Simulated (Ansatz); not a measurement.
Consider the silylene formation by 1,1-elimination: `O[SiH](O)F` → H₂O + `O[Si]F`.

Isolated molecules relaxed with PBE0-D4/def2-TZVP in Ansatz; ΔE leaves out vibrations. CCSD(T)/CBS is frozen-core, at the limit of the def2 triple- and quadruple-zeta sets. Each species was taken in one conformer, which may not be the lowest.

```csv
level,ΔE (kJ/mol)
HF/def2-TZVPP,274.6
MP2/CBS(def2),270.1
```

(1) What does CCSD(T)/CBS give? (An estimate is asked.)

Largest T1 diagnostic among the species: 0.015.

Answers

(1) Ansatz gave: +260.7 kJ/mol. The listed levels differ from it by 13.9, 9.4 kJ/mol.

In def2-TZVPP, CCSD(T) changes the Hartree–Fock value by −19.7 kJ/mol (the triples alone add −2.2 kJ/mol) and MP2 by −6.3 kJ/mol. At CCSD(T), def2-SVP lies −21.5 kJ/mol from the extrapolated value and def2-TZVPP −5.9 kJ/mol.
